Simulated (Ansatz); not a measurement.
CH6BNOSi, SMILES `BO/C=N\[SiH3]`, relaxed with RKS PBE0-D4/def2-TZVP in Ansatz from a PBE-D4/def2-SVP geometry. The force threshold is 0.005 eV/Å; the program also tests the step.

Total charge 0; spin multiplicity 1.

Start:

```xyz
11

B     2.275   -0.669    0.051
O     1.001   -0.169    0.085
C    -0.092   -0.894   -0.394
N    -1.273   -0.464   -0.384
Si   -1.805    1.121    0.212
H     2.474   -1.780   -0.409
H     3.146    0.049    0.493
H     0.207   -1.895   -0.783
H    -1.141    2.231   -0.557
H    -3.287    1.203    0.007
H    -1.504    1.267    1.680
```

Q: By how much does the energy fall, and how many steps does the optimiser take? (Best estimate.)

A: Computed: 5.62 kJ/mol, in 6 steps.

Q: Which bonds change most? (An estimate is asked.)

A: Ansatz gave: N4–Si5 from 1.775 to 1.747 Å; B1–H7 from 1.212 to 1.192 Å; B1–H6 from 1.219 to 1.199 Å; C3–H8 from 1.114 to 1.095 Å.

Q: Give the relaxed structure. (Best estimate.)

A: The calculation gave: 
```xyz
11

B     2.244   -0.658    0.051
O     0.984   -0.153    0.084
C    -0.090   -0.877   -0.388
N    -1.258   -0.459   -0.384
Si   -1.780    1.100    0.207
H     2.431   -1.754   -0.397
H     3.111    0.038    0.481
H     0.205   -1.861   -0.767
H    -1.123    2.199   -0.550
H    -3.246    1.183    0.007
H    -1.477    1.242    1.655
```
